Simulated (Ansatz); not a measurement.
`C=[CH][AlH][F]` and `C=[CH][AlH][CH2][SiH3]` differ in one atom or group.

Ansatz, PBE0-D4/def2-TZVP geometries, multiplicity 1. Each molecule was computed in one conformer, which needn't be the lowest.

```tsv
property	`C=[CH][AlH][F]`
HOMO energy (B3LYP/def2-TZVPP) / eV	-8.13
size of the dipole moment (PBE/def2-TZVPP) / D	1.95
HOMO–LUMO gap (ωB97M-V/def2-TZVPP) / eV	10.99
LUMO energy (PBE0/def2-TZVPP) / eV	-1.40
LUMO energy (ωB97M-V/def2-TZVPP) / eV	0.41
HOMO–LUMO gap (B3LYP/def2-TZVPP) / eV	6.51
```

(1) What does the change do to each property? (An estimate is asked.)

Results:

(1) Computed: 
| property | `C=[CH][AlH][CH2][SiH3]` | shift |
| --- | --- | --- |
| HOMO energy (B3LYP/def2-TZVPP) / eV | -7.64 | 0.49 |
| size of the dipole moment (PBE/def2-TZVPP) / D | 1.16 | -0.79 |
| HOMO–LUMO gap (ωB97M-V/def2-TZVPP) / eV | 10.25 | -0.74 |
| LUMO energy (PBE0/def2-TZVPP) / eV | -1.51 | -0.11 |
| LUMO energy (ωB97M-V/def2-TZVPP) / eV | 0.21 | -0.20 |
| HOMO–LUMO gap (B3LYP/def2-TZVPP) / eV | 5.93 | -0.58 |

With PBE0 the HOMO rises by 0.50 eV and the LUMO falls by 0.11 eV, so the gap narrows by about 0.61 eV. PBE moves the HOMO by 0.41 eV and ωB97M-V by 0.53 eV. Dipoles are sizes alone; their direction can turn.

B3LYP here is the variant with VWN-RPA as its local correlation; programs differ in this.
